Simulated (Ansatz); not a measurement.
Spectroscopic constants of MgS, multiplicity 3 (not the ground state: that is measured with 2S+1 = 1).

Seven points along R, fitted to fifth degree in 1/R; most abundant isotopes. In def2 and cc sets the state is the lowest found near the PBE0 minimum, followed along R.

Correlated levels freeze the inner cores; with def2 sets outer-core shells near the valence are correlated too.

The values were computed with Ansatz (an electronic-structure program). Each number belongs to the level named beside it.

Task: What bond length and harmonic frequency does PBE/def2-TZVPP give?

Result: r_e = 2.361 Å, ω_e = 386 cm⁻¹.

Task: What bond length and harmonic frequency does wB97X-V/def2-TZVPP give?

Result: r_e = 2.332 Å, ω_e = 418 cm⁻¹.

Task: What bond length and harmonic frequency does CCSD(T)/def2-TZVPP give?

Result: r_e = 2.344 Å, ω_e = 411 cm⁻¹.
